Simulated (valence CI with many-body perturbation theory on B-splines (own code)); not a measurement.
**Sr XXVI: electric-dipole lines**

Level of theory: valence CI with perturbative core correlation (CI+MBPT): three valence electrons over a frozen Dirac-Fock core [Ne], a basis of 11 s, 11 p, 9 d, 7 f, 5 g, 2 h, 1 i functions for each j, with the one-electron correlation potential Σ1, the two-electron term Σ2, the three-electron term Σ3, Breit, model QED; selected CI, second order for the rest (own B-spline code, finite nucleus).

No measured spectrum was set against this ion. As an estimate, levels of excited configurations hold to 0.05 to 0.15 % of their energy, terms of the ground configuration to about 0.5 %.

Lines 101 to 150 of 280 in falling wavelength, among levels below 275.11 eV, chosen from the strongest by gf and those to the six lowest levels. Wavelengths and rates use the calculated energies, so an error of 600 cm⁻¹ moves a line at 141.2 Å by 0.085 % and its rate by three times that or more. Electric multipoles are in the length gauge, E1 and E2 with the static RPA response of the core. Weak lines are less certain than strong ones. Lines between different terms over intervals too small for the method are left out, as are lines whose strength nearly cancels. Where a level lies close to another of its J and parity, the split of strength between their lines is uncertain. The highest levels of a list are the least certain.

Names give the largest LS component (configuration and term), which can be under half, so a name can repeat, a term be missing and a line seem to break the LS rules; names also repeat where a configuration has a term twice. Letters in brackets count levels of one name in rising energy.

```
λ vac (Å)                 Upper                 Lower   A (s⁻¹)  log gf  Branch %
    141.2     3p2 3d 2F_5/2 [b]      3s 3p 3d 4P°_3/2  4.61e+09   -1.08       3.2
    141.1     3p2 3d 2F_5/2 [b]      3s 3p 3d 4D°_5/2  8.82e+09   -0.80       6.2
    140.5           3p3 4S°_3/2         3s 3p2 4P_3/2  1.86e+10   -0.66      33.7
    140.0      3s 3p 3d 4F°_5/2         3s 3p2 4P_5/2  2.97e+09   -1.28      39.7
    139.4         3p2 3d 2G_9/2      3s 3p 3d 4F°_9/2  1.70e+10   -0.30      44.3
    139.0         3p2 3d 4D_3/2      3s 3p 3d 4F°_5/2  1.74e+10   -0.69      26.3
    138.8     3p2 3d 2F_7/2 [a]           3p3 2D°_5/2  1.09e+10   -0.60      38.5
    138.5         3p2 3d 4D_5/2      3s 3p 3d 4F°_5/2  1.95e+10   -0.47      30.0
    138.5     3p2 3d 2P_3/2 [b]  3s 3p 3d 2D°_5/2 [a]  7.94e+09   -1.04       8.2
    138.0         3s 3d2 4F_7/2  3s 3p 3d 2D°_5/2 [a]  9.92e+09   -0.64       8.4
    138.0     3p2 3d 2P_3/2 [a]           3p3 2D°_5/2  2.17e+10   -0.61      37.3
    137.9         3p2 3d 4D_1/2           3p3 4S°_3/2  2.14e+10   -0.91      36.9
    137.8  3s 3p 3d 2P°_1/2 [b]         3s2 3d 2D_3/2  3.80e+10   -0.66      22.9
    137.8      3s 3p 3d 2D°_3/2         3s 3p2 2P_1/2  1.02e+10   -0.93      12.0
    137.7  3s 3p 3d 2P°_3/2 [b]         3s2 3d 2D_5/2  4.92e+10   -0.25      35.9
    137.5         3p2 3d 2G_7/2      3s 3p 3d 4F°_7/2  4.65e+09   -0.98      14.2
    137.3     3p2 3d 2F_7/2 [b]  3s 3p 3d 2D°_5/2 [a]  6.68e+09   -0.82       5.3
    137.1         3s 3p2 2S_1/2        3s2 3p 2P°_3/2  5.84e+10   -0.48      91.1
    137.1         3s 3p2 2P_1/2        3s2 3p 2P°_1/2  7.76e+10   -0.36      97.3
    137.1     3p2 3d 2D_3/2 [b]           3p3 2P°_3/2  1.52e+10   -0.77      13.3
    136.4  3s 3p 3d 2D°_5/2 [b]         3s2 3d 2D_5/2  5.62e+10   -0.03      33.7
    136.2      3s 3p 3d 4F°_3/2         3s 3p2 4P_3/2  9.66e+09   -0.97      55.6
    136.1         3p2 3d 4D_7/2      3s 3p 3d 4P°_5/2  7.60e+09   -0.77      13.9
    135.9         3s 3p2 2P_3/2        3s2 3p 2P°_3/2  6.84e+10   -0.12      61.4
    135.5  3s 3p 3d 2P°_3/2 [c]         3s2 3d 2D_5/2  2.42e+10   -0.57      14.0
    135.0      3s 3p 3d 4D°_7/2         3s 3p2 2D_5/2  6.79e+09   -0.83       8.9
    134.7         3p2 3d 4D_3/2      3s 3p 3d 4F°_3/2  1.58e+10   -0.77      23.8
    133.6     3p2 3d 2F_5/2 [b]           3p3 2P°_3/2  5.29e+09   -1.07       3.7
    133.6  3s 3p 3d 2D°_5/2 [b]         3s2 3d 2D_3/2  9.21e+09   -0.83       5.5
    132.9      3s 3p 3d 4F°_7/2         3s 3p2 4P_5/2  6.27e+09   -0.88      91.5
    132.9           3p3 2P°_3/2         3s 3p2 2D_3/2  6.15e+08   -2.19       1.1
    132.7  3s 3p 3d 2P°_3/2 [c]         3s2 3d 2D_3/2  7.44e+10   -0.10      43.0
    132.5     3p2 3d 2P_3/2 [b]      3s 3p 3d 2D°_3/2  1.75e+10   -0.73      18.1
    132.1      3s 3p 3d 4F°_5/2         3s 3p2 4P_3/2  2.73e+09   -1.37      36.6
    132.1     3p2 3d 2P_1/2 [b]           3p3 2P°_1/2  1.86e+10   -1.01      14.3
    131.9         3s 3d2 4F_5/2      3s 3p 3d 4P°_3/2  1.36e+10   -0.67      11.6
    130.6         3p2 3d 4D_7/2      3s 3p 3d 4F°_7/2  7.19e+09   -0.83      13.1
    130.3         3p2 3d 4D_5/2           3p3 4S°_3/2  6.91e+09   -0.98      10.7
    130.2         3s 3d2 4F_7/2      3s 3p 3d 4D°_5/2  1.19e+10   -0.62      10.1
    130.0  3s 3p 3d 2F°_5/2 [b]         3s 3p2 2P_3/2  2.21e+10   -0.47      16.5
    129.8         3p2 3d 2D_5/2      3s 3p 3d 4D°_3/2  8.23e+09   -0.90       7.1
    129.6     3p2 3d 2F_7/2 [b]      3s 3p 3d 4D°_5/2  1.37e+10   -0.56      10.9
    128.9  3s 3p 3d 2P°_1/2 [a]         3s 3p2 2S_1/2  5.46e+10   -0.56      59.9
    128.3     3p2 3d 2D_3/2 [a]           3p3 2P°_1/2  2.29e+10   -0.65      25.4
    128.0  3s 3p 3d 2F°_5/2 [a]         3s 3p2 2D_3/2  3.35e+10   -0.31      50.7
    127.8     3p2 3d 2F_7/2 [b]  3s 3p 3d 2F°_5/2 [a]  2.73e+10   -0.27      21.6
    127.7      3s 3p 3d 4P°_5/2         3s 3p2 4P_5/2  1.05e+10   -0.81      17.7
    127.7           3p3 4S°_3/2         3s 3p2 4P_1/2  1.34e+10   -0.88      24.2
    127.3     3p2 3d 2P_1/2 [c]           3p3 2P°_1/2  3.99e+10   -0.71      49.8
    127.3      3s 3p 3d 4D°_3/2         3s 3p2 4P_5/2  6.87e+08   -2.18       0.9
```
